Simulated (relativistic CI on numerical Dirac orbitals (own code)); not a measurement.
# What each ingredient does to the levels of Hg21+

Base calculation: Dirac-Coulomb-Breit CI, separate exchange-only KLI orbitals for each configuration, model QED (radiative potential, 1s self-energy scaled to tabulated hydrogen-like ionisation energies), unscaled Slater integrals.

CI space (outside the closed core [Ar] 3d10): 4s2 4p6 4d10 4f13, 4s2 4p6 4d10 4f12 5s, 4s2 4p6 4d10 4f11 5s2, 4s2 4p6 4d10 4f12 5p, 4s2 4p6 4d10 4f11 5s 5p, 4s2 4p6 4d10 4f11 5p2, 4s2 4p6 4d9 4f14, 4s2 4p6 4d10 4f11 5s 5d, 4s2 4p6 4d10 4f12 5d, 4s2 4p6 4d10 4f11 5p 5d, 4s2 4p6 4d9 4f12 5s2, 4s2 4p6 4d10 4f12 5f, 4s2 4p6 4d10 4f12 6s, 4s2 4p6 4d10 4f11 5d2, 4s2 4p6 4d9 4f13 5s, 4s2 4p6 4d9 4f12 5s 5p, 4s2 4p5 4d10 4f14, 4s2 4p6 4d10 4f12 6p, 4s2 4p6 4d9 4f12 5p2, 4s2 4p6 4d10 4f12 5g, 4s2 4p6 4d10 4f12 6d, 4s2 4p6 4d9 4f13 5p, 4s2 4p6 4d10 4f12 6f, 4s2 4p6 4d10 4f12 7s, 4s 4p6 4d10 4f14, 4s2 4p6 4d8 4f14 5s, 4s2 4p6 4d10 4f12 7p, 4s2 4p5 4d10 4f12 5s2, 4s2 4p6 4d8 4f13 5s2, 4s2 4p6 4d8 4f14 5p, 4s2 4p6 4d8 4f14 5d, 4s2 4p5 4d10 4f13 5s, 4s2 4p5 4d9 4f14 5s, 4s 4p6 4d10 4f13 5s. Levels of other configurations are missing.

The lowest level and the first level of each name with at least 55 % of one term (blank where a level has no safe partner in the second run):

| Level | Base (cm⁻¹) | Shift (cm⁻¹) |
| --- | --- | --- |
| 4s2 4p6 4d10 4f13 2F°_7/2 | 0 | 0 |
| 4s2 4p6 4d10 4f13 2F°_5/2 | 34333 | -54 |
| 4s2 4p6 4d10 4f12 5s 4H_13/2 | 269305 | +3008 |
| 4s2 4p6 4d10 4f12 5s 4F_9/2 | 281188 | +1824 |
| 4s2 4p6 4d10 4f12 5s 4H_9/2 | 305038 | +2838 |
| 4s2 4p6 4d10 4f12 5s 4F_3/2 | 309613 | +225 |
| 4s2 4p6 4d10 4f12 5s 4F_5/2 | 310348 | +215 |
| 4s2 4p6 4d10 4f12 5s 4F_7/2 | 313167 | +2175 |
| 4s2 4p6 4d10 4f12 5s 2F_7/2 | 322496 | +1142 |
| 4s2 4p6 4d10 4f12 5s 4P_1/2 | 356045 | -3735 |
| 4s2 4p6 4d10 4f12 5s 2I_13/2 | 362065 | -3231 |
| 4s2 4p6 4d10 4f12 5s 2I_11/2 | 362245 | -3180 |
| 4s2 4p6 4d10 4f12 5s 4P_3/2 | 366062 | -2684 |
| 4s2 4p6 4d10 4f12 5s 2P_1/2 | 377411 | -4477 |

At this charge transitions that keep the count of f electrons are usually good to a few per cent. Terms inside the open d or f shell come out 10 to 20 % too wide with unscaled integrals. Levels that differ in their count of f electrons can be misplaced by several ten thousand cm⁻¹, since the correlation energy of f electrons is missing or only estimated; rates across such gaps can be off by orders of magnitude.

Task: One thing was changed in a second run, which moved the levels as shown. Which?
A. valence Slater integrals scaled by 0.9
B. QED terms removed
C. Breit term removed
D. configuration mixing switched off

Result: A. Valence Slater integrals scaled by 0.9. Scaling acts on the splittings between terms and on the mixing, and leaves the fine structure of pure LS terms nearly alone; in jj coupling it moves the levels of one term differently.

LS names give the leading component of a level, which can be under half, so a name can repeat, a term be missing and a line seem to break the LS rules.
